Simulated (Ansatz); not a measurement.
Cost and result for the atomization energy of GeH9N3Si (`N[SiH2][NH][GeH2][NH2]`) (14 atoms, 13 bonds).

Z-matrix (Å, degrees):
```
Si
N 1 1.711
N 1 1.712 2 111.0
H 1 1.495 2 103.0 3 125.0
H 1 1.491 2 115.4 3 -117.5
Ge 2 1.844 1 126.4 3 -134.3
H 2 1.010 1 117.9 3 53.9
H 3 1.007 1 121.8 2 59.5
H 3 1.006 1 120.4 2 -149.5
N 6 1.836 2 115.9 1 -69.8
H 6 1.534 2 108.4 1 48.8
H 6 1.536 2 105.7 1 171.4
H 10 1.011 6 114.0 2 70.4
H 10 1.011 6 114.8 2 -55.8
```

The species carries charge 0 and has multiplicity 1. Correlated methods include outer-core shells of Ge, which these sets cover unevenly. Scalar relativity is left out up to krypton. The structure was optimised at the PBE0-D4/def2-TZVP level. It is one conformer, not always the lowest. Program: Ansatz. All runs use 2 threads of an AMD EPYC 7R13 on a shared host and a share of an NVIDIA H100 80 GB. Times are those of one run each, without the atoms' runs, and a repeat can differ threefold. Electronic energies, without spin–orbit coupling; frozen cores. CCSD(T)/CBS adds CCSD(T) − MP2 in def2-TZVPP to the MP2 limit, and its time is that of the two runs behind it. T1 = 0.011. With those shells the extrapolation isn't a true limit. B3LYP takes the VWN-RPA correlation (the form of Gaussian; ORCA's B3LYP/G).

CCSD(T)/CBS is a level of theory with its own doubt, some kJ/mol a heavy atom from the limit and from the frozen cores, so smaller differences don't rank the functionals.

```csv
level,functions,wall time,atomization (kJ/mol),difference from CCSD(T)/CBS,per bond
PBE0-D4/def2-TZVPP,309,4.4 s,4511.9,-62.0,-4.8
r2SCAN-D4/def2-TZVPP (with forces),309,6 s,4522.3,-51.6,-4.0
PBE-D4/def2-TZVPP (with forces),309,6.5 s,4587.3,13.4,1.0
MP2/def2-QZVPP,600,7 s,4537.1,-36.8,-2.8
ωB97M-V/def2-TZVPP (with forces),309,7 s,4569.2,-4.7,-0.4
ωB97X-V/def2-TZVPP,309,7.5 s,4595.5,21.6,1.7
B3LYP-D4/def2-TZVPP (with forces),309,7.5 s,4568.0,-5.9,-0.5
B2PLYP/def2-TZVPP,309,8.5 s,4505.4,-68.5,-5.3
CCSD(T)/def2-TZVPP,309,14 s,4431.5,-142.4,-11.0
CCSD(T)/CBS(def2),–,21 s,4573.9,0.0,0.0
```

From PBE to PBE0 (25 % exact exchange), in def2-TZVPP and without D4, the atomization energy moves by −71.0 kJ/mol: exact exchange takes away binding that semilocal exchange gives to molecules. In def2-TZVPP, CCSD(T) changes the Hartree–Fock value by +1311.6 kJ/mol (the triples alone add +64.5 kJ/mol) and MP2 by +1331.9 kJ/mol; breaking electron pairs costs correlation energy, which Hartree–Fock lacks. The D4 term adds +48.6 kJ/mol with B3LYP and +25.9 kJ/mol with PBE0; it sums over pairs of atoms, weighted by their polarisabilities, and B3LYP, whose exchange is more repulsive, gets the larger term.
